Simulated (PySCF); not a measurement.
PySCF input for Sn(H)4 cation (H4Sn), SMILES [SnH4] (connectivity only; charge and spin as stated), charge +1, multiplicity 2, B3LYP-D3(BJ)/def2-TZVPD. Coordinates come from a B3LYP-D3(BJ)/def2-TZVPD optimisation. The geometry has at least one imaginary mode, so it is a saddle point at that level. The spin state was assumed, not searched. The isomer is the one that the SMILES or the coordinates give; other isomers of the formula were not compared. The def2 effective core potentials stand for the cores of Sn; spin–orbit coupling is left out.

```python
import numpy as np
from pyscf import gto, scf, dft, df
from pyscf.hessian import thermo

mol = gto.M(
    atom='''
    Sn   -0.00000000    0.00000000    0.00000000
    H    -1.15281299    1.15281299   -0.58789038
    H     1.15281299   -1.15281300   -0.58789039
    H    -1.15281299   -1.15281300    0.58789039
    H     1.15281300    1.15281300    0.58789038
    ''',
    basis='def2-TZVPD',
    ecp={'Sn': 'def2-tzvp'},
    charge=1,
    spin=1,
    max_memory=1600,
    verbose=3,
)
mf = dft.UKS(mol, xc='b3lyp').density_fit(auxbasis='def2-universal-jkfit')
mf.disp = 'd3bj'
mf.grids.level = 3
mf.conv_tol = 1e-11
mf.max_cycle = 100
mf.kernel()
fine, coarse = mf.grids, dft.Grids(mol).set(level=1).build(with_non0tab=True)
for _ in range(3):  # follow internal instabilities
    mf.grids = coarse
    mo, _, stable, _ = mf.stability(return_status=True, nroots=4)
    mf.grids = fine
    if stable:
        break
    mf.kernel(mf.make_rdm1(mo, mf.mo_occ))

# [left out here: the lines that compute and print the analytic Hessian (its translational invariance restored by hand, since the grid's response is missing), thermochemistry and intensities]
```

Program output:

```

WARN: HOMO -0.729119237343702 >= LUMO -0.729119237343698

converged SCF energy = -216.352905209994  <S^2> = 0.75952951  2S+1 = 2.0095069
<class 'pyscf.df.df_jk.DFUKS'> wavefunction is stable in the internal stability analysis

WARN: DFTD3 does not support analytical Hessian, using finite difference


WARN: Mole.unit (angstrom) is changed to Bohr

Mode                                 0                   1                   2
Irrep
Freq [cm^-1]                     -316.0027           -315.9912            524.3872
Reduced mass [au]                   1.0323              1.0323              1.0397
Force const [Dyne/A]               -0.0607             -0.0607              0.1685
Char temp [K]                    -454.6575           -454.6410            754.4764
Normal mode                   x     y     z       x     y     z       x     y     z
       0  Sn                -0.01  0.01 -0.00    0.01  0.01 -0.00   -0.00 -0.00 -0.02
       1   H                 0.14 -0.12 -0.17   -0.46 -0.46 -0.00   -0.09  0.09  0.47
       2   H                 0.14 -0.12  0.17   -0.46 -0.46  0.00    0.09 -0.09  0.47
       3   H                 0.46 -0.46  0.00   -0.12 -0.14 -0.17    0.09  0.09  0.47
       4   H                 0.46 -0.46 -0.00   -0.12 -0.14  0.17   -0.09 -0.09  0.47
Mode                                 3                   4                   5
Irrep
Freq [cm^-1]                      608.2232            741.3106           1635.6841
Reduced mass [au]                   1.0080              1.0080              1.0101
Force const [Dyne/A]                0.2197              0.3264              1.5922
Char temp [K]                     875.0978           1066.5810           2353.3852
Normal mode                   x     y     z       x     y     z       x     y     z
       0  Sn                -0.00  0.00  0.00   -0.00 -0.00 -0.00    0.00  0.00 -0.00
       1   H                 0.12 -0.12 -0.47   -0.35 -0.35 -0.00    0.34 -0.34  0.12
       2   H                -0.12  0.12 -0.47    0.35  0.35  0.00   -0.34  0.34  0.12
       3   H                 0.12  0.12  0.47   -0.35  0.35  0.00   -0.34 -0.34  0.12
       4   H                -0.12 -0.12  0.47    0.35 -0.35 -0.00    0.34  0.34  0.12
Mode                                 6                   7                   8
Irrep
Freq [cm^-1]                     1724.1127           1724.1170           1779.8916
Reduced mass [au]                   1.0172              1.0172              1.0080
Force const [Dyne/A]                1.7814              1.7814              1.8815
Char temp [K]                    2480.6144           2480.6204           2560.8677
Normal mode                   x     y     z       x     y     z       x     y     z
       0  Sn                -0.01  0.01  0.00    0.01  0.01  0.00   -0.00 -0.00 -0.00
       1   H                 0.45 -0.45  0.27    0.10  0.07  0.01   -0.33  0.33 -0.16
       2   H                 0.45 -0.45 -0.27    0.10  0.07 -0.01    0.33 -0.33 -0.16
       3   H                -0.07  0.10 -0.01   -0.45 -0.45  0.27   -0.33 -0.33  0.16
       4   H                -0.07  0.10  0.01   -0.45 -0.45 -0.27    0.33  0.33  0.16
temperature 298.1500 [K]
pressure 101325.00 [Pa]
Rotational constants [GHz] 74.84925 74.84925 47.15730
Symmetry number 4
Zero-point energy (ZPE) 0.01991 [Eh]   52263.210 [J/mol]
                           tot       elec      trans        rot        vib
Entropy [J/mol/K]       242.738      5.763    168.736     62.735      5.504
Cv [J/mol/K]             37.927      0.000     12.472     12.472     12.984
Cp [J/mol/K]             46.242      0.000     20.786     12.472     12.984
Internal energy [J/mol]                      3718.434   3718.434  53490.397
Internal energy [Eh]   -216.32970  -216.35291
Enthalpy [J/mol]                             6197.391   3718.434  53490.397
Enthalpy [Eh]          -216.32876
Gibbs free energy [J/mol]                  -44111.160 -14986.065  51849.349
Gibbs free energy [Eh] -216.35632
mode   freq/cm-1   IR/(km/mol)
   1     -316.00       123.224
   2     -315.99       123.225
   3      524.39        10.805
   4      608.22         0.000
   5      741.31         0.000
   6     1635.68        13.946
   7     1724.11       189.862
   8     1724.12       189.861
   9     1779.89         0.000
max |gradient| / (hartree/bohr): 2.4763788322460038e-06
APT charges: [0.311  0.1723 0.1723 0.1723 0.1723]
```

Self-consistency was reached. The end point has an imaginary mode, so it is no minimum.

Cost: very roughly 70 core-seconds.
